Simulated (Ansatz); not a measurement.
Reaction (formal exchange of groups at the Si–N bond): `C=N[SiH2][SbH2]` + CH₃OH → `OC[SiH2][SbH2]` + `C=N`

Program: Ansatz. Geometries: PBE0-D4/def2-TZVP. ΔE: electronic, gas phase. CBS: MP2 limit from def2 TZ/QZ plus the TZ coupled-cluster correction, frozen cores. This one scheme is used for every species. DFT in def2-TZVPP. Elements past krypton have def2 core potentials. For Sb outer-core shells are correlated without core-valence functions, which leaves a few kJ/mol of doubt a bond. One conformer a species, not always the lowest.

`C=N[SiH2][SbH2]`:

Cartesian coordinates in Å:
```
C 1.339 -0.054 1.107
N 0.475 -0.955 0.966
Si -0.877 -0.940 -0.134
Sb -1.174 1.139 -1.642
H 2.148 -0.179 1.836
H 1.349 0.887 0.536
H -2.106 -1.095 0.688
H -0.737 -2.132 -1.010
H 0.491 1.143 -2.031
H -0.907 2.186 -0.317
```

CH₃OH:

```xyz
6

C     0.018    0.059    0.351
O    -0.363    0.293   -0.985
H    -0.420    0.855    0.953
H     1.107    0.089    0.486
H    -0.355   -0.900    0.730
H     0.014   -0.396   -1.535
```

`OC[SiH2][SbH2]`:

Z-matrix (Å, degrees):
```
C
Si 1 1.897
O 1 1.415 2 113.1
H 1 1.094 2 108.7 3 118.1
H 1 1.099 2 109.6 3 -125.6
Sb 2 2.578 1 111.0 3 55.1
H 2 1.488 1 110.9 3 -64.6
H 2 1.490 1 110.4 3 174.8
H 3 0.963 1 108.3 2 -54.2
H 6 1.711 2 90.5 1 49.0
H 6 1.714 2 90.9 1 -42.2
```

`C=N`:

```xyz
5

C    -0.039    0.352    0.164
N     0.506   -0.458   -0.634
H    -0.867    0.106    0.839
H     0.325    1.380    0.201
H     0.074   -1.380   -0.570
```

```tsv
level	ΔE (kcal/mol)	difference from CCSD(T)/CBS
PBE-D4	10.8	-1.3
PBE0-D4	11.4	-0.7
ωB97X-V	11.8	-0.3
B2PLYP	13.2	1.1
r2SCAN	12.4	0.3
MP2/def2-TZVPP	13.2	1.1
SCS-MP2/def2-TZVPP	13.4	1.3
CCSD(T)/def2-TZVPP	11.9	-0.2
SCS-MP2/def2-QZVPP	13.6	1.5
MP2/CBS(def2)	13.4	1.3
CCSD(T)/CBS	12.1	0
```

Largest T1 diagnostic among the species: 0.014.

In def2-TZVPP, CCSD(T) changes the Hartree–Fock value by −3.5 kcal/mol (the triples alone add −0.3 kcal/mol) and MP2 by −2.2 kcal/mol.
